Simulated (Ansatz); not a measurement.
ClFGaH$_{3}$OSi (`[F][Ga]([Cl])[O][SiH3]`). Charge 0, multiplicity 1. The geometry is a stationary point of PBE0-D4/def2-TZVP. It is one conformer, not always the lowest.

```xyz
8

F    -1.972   -1.677   -0.024
Ga   -1.209   -0.547   -1.102
Cl   -1.960   -0.320   -3.051
O     0.166    0.364   -0.521
Si    1.040    0.506    0.864
H     1.592   -0.812    1.274
H     0.190    1.036    1.963
H     2.153    1.450    0.598
```

Problem. What is the dipole moment at B3LYP/def2-TZVPP? (An estimate is asked.)

Solution. The calculation gave: 0.90 D, with components (0.66, 0.60, -0.08) D in this frame, pointing from negative to positive charge.

Problem. And with PBE, r2SCAN, ωB97M-V? (Estimate.)

Solution. Ansatz gave: PBE 0.85 D, r2SCAN 0.87 D, ωB97M-V 0.85 D.

Problem. Give the Mulliken charges with B3LYP, PBE, r2SCAN in def2-TZVPP. (Estimate.)

Solution. Ansatz gave: 
| atom | B3LYP | PBE | r2SCAN |
| --- | --- | --- | --- |
| F1 | -0.36 | -0.31 | -0.35 |
| Ga2 | 0.76 | 0.65 | 0.77 |
| Cl3 | -0.20 | -0.18 | -0.21 |
| O4 | -0.39 | -0.31 | -0.42 |
| Si5 | 0.40 | 0.33 | 0.43 |
| H6 | -0.07 | -0.06 | -0.08 |
| H7 | -0.07 | -0.06 | -0.08 |
| H8 | -0.07 | -0.06 | -0.07 |

B3LYP here is the variant with VWN-RPA as its local correlation; programs differ in this.
